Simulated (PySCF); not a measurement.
A PySCF script (with the pyscf-properties extension) for the NMR shieldings of `InChI=1S/C4H9O.C2H3N.Al.2H/c1-2-3-4-5;1-2-3;;;/h2-4H2,1H3;1H3;;;/q-1;;+1;;`, on a GFN2-xTB geometry:

```python
import basis_set_exchange as bse
import numpy as np
from pyscf import gto, dft
from pyscf.prop import nmr

atoms = """
C     4.321331    0.948019   -1.077439
C     3.758992    0.108468   -0.071557
N     3.324085   -0.578699    0.735285
Al    1.730563   -1.130433    1.857270
O     0.573902   -0.142029    1.186677
C    -0.480829    0.579958    0.647126
C    -1.615748   -0.339242    0.194806
C    -2.790415    0.436651   -0.393384
C    -3.883341   -0.496953   -0.899827
H     3.522230    1.329378   -1.713290
H     5.025928    0.377122   -1.682362
H     4.839623    1.784100   -0.607968
H     1.663266   -2.626874    1.469571
H     2.257265   -0.677680    3.240441
H    -0.859562    1.286707    1.397935
H    -0.119088    1.164440   -0.213454
H    -1.945848   -0.923189    1.056541
H    -1.219126   -1.038111   -0.545059
H    -2.436472    1.061054   -1.217856
H    -3.204111    1.100407    0.369222
H    -4.252073   -1.125406   -0.092458
H    -4.718297    0.072012   -1.302757
H    -3.497029   -1.142715   -1.685095
"""
names = dict.fromkeys(["C", "N", "Al", "O", "H"], "pcSseg-1")
basis = {el: gto.basis.parse(bse.get_basis(n, elements=[el], fmt="nwchem")) for el, n in names.items()}
mol = gto.M(atom=atoms, basis=basis, charge=0, verbose=0)
mf = dft.RKS(mol, xc="PBE0")
mf.grids.level = 2
mf.grids.alignment = dft.numint.BLKSIZE   # the property module wants whole blocks of grid points
mf.conv_tol = 1e-9
mf.kernel()

calc = nmr.RKS(mf)   # GIAO
C = mf.mo_coeff
Co = C[:, mf.mo_occ > 0]
resp = mf.gen_response(singlet=True, hermi=2)
def vind(x):   # induced exchange potential for any number of trial vectors
    d = np.einsum("pi,xij,qj->xpq", C, 2 * x.reshape(-1, C.shape[1], Co.shape[1]), Co, optimize=True)
    return np.einsum("xpq,pi,qj->xij", resp(d - d.transpose(0, 2, 1)), C, Co, optimize=True).ravel()
mo1, _ = nmr.rhf.solve_mo1(calc, with_cphf=vind)
sigma = calc.kernel(mo1)
for i, s in enumerate(sigma):   # ppm
    print("%2d %-2s %9.2f" % (i, mol.atom_pure_symbol(i), np.trace(s) / 3))
```

Task: What are the results?

Result: 
```
 0 C     186.01
 1 C      54.70
 2 N      17.63
 3 Al    468.30
 4 O     290.15
 5 C     116.50
 6 C     143.22
 7 C     164.11
 8 C     169.66
 9 H      29.18
10 H      29.34
11 H      29.30
12 H      27.95
13 H      27.93
14 H      27.39
15 H      27.64
16 H      30.07
17 H      30.11
18 H      30.69
19 H      30.54
20 H      30.70
21 H      30.48
22 H      30.76
```

These numbers come from an equivalent density-fitted implementation of the same equations, which agrees with the script to about 0.01 ppm for H and up to a few tenths of a ppm for heavy atoms, so last digits may differ.

Size and cost of the density-fitted run: 230 basis functions, 2.5 min wall time on 1 thread of an Intel Xeon, shared host; peak memory 1 GiB.
